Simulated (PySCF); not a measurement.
# Tb²⁺ (terbium, charge +2): LDA calculation

Configuration: [Xe] 4f9, one real determinant. Calculation: PySCF 2.14, in x2c-TZVPPall with one added diffuse shell each of s, p, d, f type (12s8p8d5f2g, 129 functions); the spin-free X2C one-electron Hamiltonian (Gaussian nucleus).

```
Total energy                                                  : -11699.30 hartree
One-electron energy                                           : -15990.14 hartree
Hartree (Coulomb) energy                                      : 4541.89 hartree
Exchange-correlation energy                                   : -251.05 hartree
⟨S²⟩                                                          : 8.7549
⟨L²⟩                                                          : 24.009
Sum of ⟨r⟩                                                    : 35.58 bohr
Sum of ⟨r²⟩                                                   : 38.83 bohr²
Traceless quadrupole moment −½Σ⟨3z² − r²⟩ along its main axis : -0.319 e·bohr²
Langevin diamagnetic susceptibility                           : -30.8 ×10⁻⁶ cm³/mol
```

| shell | electrons | mean orbital energy (eV) | spread (eV) | rms radius, mean of both spins (bohr) |
| --- | --- | --- | --- | --- |
| 1s α | 1 | -51679.4 | 0 | 0.0245 |
| 1s β | 1 | -51679.4 | 0 | 0.0245 |
| 2s α | 1 | -8580.4 | 0 | 0.0990 |
| 2s β | 1 | -8580.3 | 0 | 0.0990 |
| 2p α | 3 | -7645.8 | 0.228 | 0.0890 |
| 2p β | 3 | -7645.7 | 0.218 | 0.0890 |
| 3s α | 1 | -1914.5 | 0 | 0.256 |
| 3s β | 1 | -1912.6 | 0 | 0.256 |
| 3p α | 3 | -1624.9 | 1.314 | 0.256 |
| 3p β | 3 | -1623.0 | 1.014 | 0.256 |
| 3d α | 5 | -1238.8 | 1.252 | 0.235 |
| 3d β | 5 | -1237.3 | 0.918 | 0.235 |
| 4s α | 1 | -391.11 | 0 | 0.576 |
| 4s β | 1 | -386.91 | 0 | 0.576 |
| 4p α | 3 | -295.32 | 2.101 | 0.612 |
| 4p β | 3 | -291.17 | 1.418 | 0.612 |
| 4d α | 5 | -161.95 | 2.336 | 0.674 |
| 4d β | 5 | -157.88 | 1.381 | 0.674 |
| 5s α | 1 | -62.402 | 0 | 1.41 |
| 5s β | 1 | -60.300 | 0 | 1.41 |
| 5p α | 3 | -39.599 | 0.826 | 1.67 |
| 5p β | 3 | -38.031 | 0.539 | 1.67 |
| 4f α | 7 | -18.535 | 2.123 | 1.03 |
| 4f β | 2 | -15.037 | 0.411 | 1.03 |

⟨L²⟩ = 24.01 against 30 for a pure H term, so this real determinant mixes terms. Spin-orbit coupling, absent here, splits the open shell strongly.

Densities and radii are taken from the X2C orbitals without a picture-change correction, which distorts them close to the nucleus.
